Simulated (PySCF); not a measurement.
# Mass spectrum arithmetic for `C#[C][GeH2][NH][GeH3]`

Species: `C#[C][GeH2][NH][GeH3]`.

All values are calculated from tables of isotopes.

(1) Find the molar and monoisotopic masses of C2H7Ge2N.

(2) Work out the cluster of the molecular ion M+•, one line a nominal mass.

(3) Which singly substituted isotopologues are there?

(4) Give the mass fraction of each element.

(5) Which m/z would the protonated, sodiated and deprotonated molecule have?

(6) Protons, neutrons, electrons, and exact less nominal mass of the monoisotopic species?

Answers

(1) For C2H7Ge2N, with standard atomic weights, 2 × 12.011 + 2 × 72.630 + 1 × 14.007 + 7 × 1.008 = 190.345 g/mol. From the most abundant isotopes (12C, 74Ge, 14N, 1H), 2 × 12.000000 + 2 × 73.921178 + 1 × 14.003074 + 7 × 1.007825 = 192.9002 u.

(2) 
```csv
nominal mass,m/z (centroid),relative intensity
185,184.9058,18.2
186,185.9083,0.5
187,186.9036,48.1
188,187.9051,14.8
189,188.9023,95.5
190,189.9031,20.3
191,190.9010,100.0
192,191.9021,26.1
193,192.9000,73.3
194,193.9023,6.8
195,194.8999,23.3
196,195.9024,0.6
197,196.9001,2.4
```

Cut off at 0.1 %. One electron mass, 0.00055 u, is taken off. Abundances used (%; other tables differ somewhat): 12C 98.93, 13C 1.07; 70Ge 20.84, 72Ge 27.54, 73Ge 7.73, 74Ge 36.28, 76Ge 7.61; 14N 99.632, 15N 0.368; 1H 99.9885, 2H 0.0115.

(3) Intensity in % of the monoisotopic species:

| isotope | mass shift (u) | m/z | intensity (%) |
| --- | --- | --- | --- |
| 70Ge | -3.99693 | 188.9027 | 114.88 |
| 72Ge | -1.99910 | 190.9006 | 151.82 |
| 73Ge | -0.99772 | 191.9019 | 42.61 |
| 15N | +0.99703 | 193.8967 | 0.37 |
| 13C | +1.00335 | 193.9030 | 2.16 |
| 2H | +1.00628 | 193.9059 | 0.08 |
| 76Ge | +2.00022 | 194.8999 | 41.95 |

Species under 0.02 % are left out.

(4) C 12.62 %, Ge 76.31 %, N 7.36 %, H 3.71 %.

(5) [M+H]+ 193.9075, [M+Na]+ 215.8894, [M−H]− 191.8929, for the monoisotopic species (arithmetic only; whether such ions form is another matter).

(6) 90 protons, 103 neutrons and 90 electrons; 192.9002 − 193 = -0.0998 u.
